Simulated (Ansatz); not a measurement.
CH9NSi2 (`C[SiH2][SiH2]N`). The species carries charge 0 and has multiplicity 1. Geometry: relaxed with PBE0-D4/def2-TZVP. It is one conformer, not always the lowest.

```xyz
13

C    -2.162   -0.465    0.665
Si   -0.784    0.670    0.082
Si    1.170   -0.529   -0.395
N     2.454    0.582   -0.703
H    -2.418   -1.191   -0.110
H    -3.061    0.106    0.907
H    -1.857   -1.017    1.557
H    -1.219    1.432   -1.123
H    -0.474    1.675    1.144
H     1.412   -1.492    0.730
H     1.003   -1.368   -1.615
H     3.331    0.247   -1.069
H     2.604    1.351   -0.070
```

Problem. What is the dipole moment at ωB97M-V/def2-TZVPP? (Estimate.)

Solution. The calculation gave: 0.82 D, with components (0.60, -0.01, 0.55) D in this frame, pointing from negative to positive charge.

Problem. And with PBE, r2SCAN, B3LYP? (Estimate.)

Solution. Computed: PBE 0.78 D, r2SCAN 0.80 D, B3LYP 0.80 D.

Problem. Give the Mulliken charges with ωB97M-V, PBE, r2SCAN in def2-TZVPP. (Best estimate.)

Solution. Computed: 
```json
{"atom": "C1", "ωB97M-V": "-0.45", "PBE": "-0.37", "r2SCAN": "-0.30"}
{"atom": "Si2", "ωB97M-V": "0.15", "PBE": "0.17", "r2SCAN": "0.23"}
{"atom": "Si3", "ωB97M-V": "0.26", "PBE": "0.27", "r2SCAN": "0.36"}
{"atom": "N4", "ωB97M-V": "-0.36", "PBE": "-0.38", "r2SCAN": "-0.45"}
{"atom": "H5", "ωB97M-V": "0.12", "PBE": "0.11", "r2SCAN": "0.08"}
{"atom": "H6", "ωB97M-V": "0.12", "PBE": "0.11", "r2SCAN": "0.08"}
{"atom": "H7", "ωB97M-V": "0.12", "PBE": "0.11", "r2SCAN": "0.08"}
{"atom": "H8", "ωB97M-V": "-0.03", "PBE": "-0.06", "r2SCAN": "-0.08"}
{"atom": "H9", "ωB97M-V": "-0.04", "PBE": "-0.07", "r2SCAN": "-0.09"}
{"atom": "H10", "ωB97M-V": "-0.07", "PBE": "-0.10", "r2SCAN": "-0.12"}
{"atom": "H11", "ωB97M-V": "-0.04", "PBE": "-0.07", "r2SCAN": "-0.09"}
{"atom": "H12", "ωB97M-V": "0.11", "PBE": "0.14", "r2SCAN": "0.15"}
{"atom": "H13", "ωB97M-V": "0.11", "PBE": "0.15", "r2SCAN": "0.15"}
```

B3LYP here is the variant with VWN-RPA as its local correlation; programs differ in this.
